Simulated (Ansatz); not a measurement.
Relaxation of ClGeH₅O (8 atoms, charge 0, multiplicity 1), to a largest force component of 0.03 eV/Å in at most 50 steps.

Theory: RHF/def2-SVP (Ansatz).

```xyz
8
Properties=species:S:1:pos:R:3:forces:R:3
Ge 0.436 -0.252 -0.464 0.18 -0.21 -0.03
O -0.585 -0.200 2.332 1.00 -0.60 0.43
H -1.309 -0.557 2.823 -0.02 -0.07 0.04
H 1.045 -0.274 -1.869 0.00 0.02 0.01
H 0.485 1.142 0.133 0.02 0.02 -0.02
H -0.940 -0.898 -0.476 0.00 0.01 -0.02
Cl 1.778 -1.556 0.715 -0.10 0.13 -0.16
H 0.190 -0.736 2.564 -1.08 0.68 -0.24
```

Q: Where does it end, and by what steps?

A: The run converged. The force dipped under the threshold on the way, but the program's further checks kept it going. After 9 steps the energy has fallen by 0.056 eV; O2 moved furthest, 0.27 Å.

| step | energy less start (eV) | largest force component (eV/Å) | accepted |
| --- | --- | --- | --- |
| 0 | 0.0000 | 1.082 | yes |
| 1 | -0.0273 | 1.278 | yes |
| 2 | -0.0351 | 0.925 | yes |
| 3 | -0.0438 | 0.778 | yes |
| 4 | -0.0449 | 0.548 | yes |
| 5 | -0.0501 | 0.214 | yes |
| 6 | -0.0507 | 0.406 | yes |
| 7 | -0.0559 | 0.017 | yes |
| 8 | -0.0302 | 0.822 | no |
| 9 | -0.0563 | 0.028 | yes |

```xyz
8
Properties=species:S:1:pos:R:3
Ge 0.474 -0.249 -0.550
O -0.658 -0.151 2.589
H -1.325 -0.781 2.813
H 1.059 -0.325 -1.961
H 0.578 1.158 0.017
H -0.936 -0.820 -0.515
Cl 1.746 -1.550 0.670
H 0.162 -0.612 2.695
```

Whether the end is a true minimum wasn't checked by a vibrational analysis.

The run took 20 s on 1 thread of Arm Neoverse V1, on a shared host, peak memory 0.18 GiB.
